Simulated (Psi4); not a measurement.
Pair of molecules, SMILES Cl with SMILES [SiH4], pulled apart as rigid monomers along the line of their centres of mass from the B3LYP-D3(BJ)/def2-TZVP minimum (SMILES order as in the coordinates).
Starting geometry (charge 0, multiplicity 1):
```xyz
7

Cl     0.62552     1.13809    -0.22468
H      1.11864    -0.03363    -0.05765
Si    -0.17787    -0.08133     3.25419
H     -0.31465     1.38829     3.33470
H     -1.15900    -0.62874     2.29143
H     -0.41560    -0.67769     4.58899
H      1.19067    -0.43092     2.80763
```

Computed with SAPT0/jun-cc-pV(D+d)Z run with Psi4.

```json
[
 {"Cl1···Si3 (Å)": "3.40", "electrostatics (kcal/mol)": "-2.43", "exchange (kcal/mol)": "5.76", "induction (kcal/mol)": "-0.68", "dispersion (kcal/mol)": "-1.65", "total": "1.01"},
 {"Cl1···Si3 (Å)": "3.77", "electrostatics (kcal/mol)": "-0.89", "exchange (kcal/mol)": "1.75", "induction (kcal/mol)": "-0.22", "dispersion (kcal/mol)": "-0.84", "total": "-0.20"},
 {"Cl1···Si3 (Å)": "4.34", "electrostatics (kcal/mol)": "-0.23", "exchange (kcal/mol)": "0.28", "induction (kcal/mol)": "-0.05", "dispersion (kcal/mol)": "…", "total": "-0.34"},
 {"Cl1···Si3 (Å)": "5.28", "electrostatics (kcal/mol)": "-0.05", "exchange (kcal/mol)": "0.01", "induction (kcal/mol)": "-0.01", "dispersion (kcal/mol)": "-0.09", "total": "-0.13"},
 {"Cl1···Si3 (Å)": "6.79", "electrostatics (kcal/mol)": "-0.01", "exchange (kcal/mol)": "…", "induction (kcal/mol)": "0.00", "dispersion (kcal/mol)": "-0.02", "total": "-0.03"}
]
```

### Question
Complete the blanks.

### Answer

- 4.34, dispersion (kcal/mol): -0.33
- 6.79, exchange (kcal/mol): 0.00
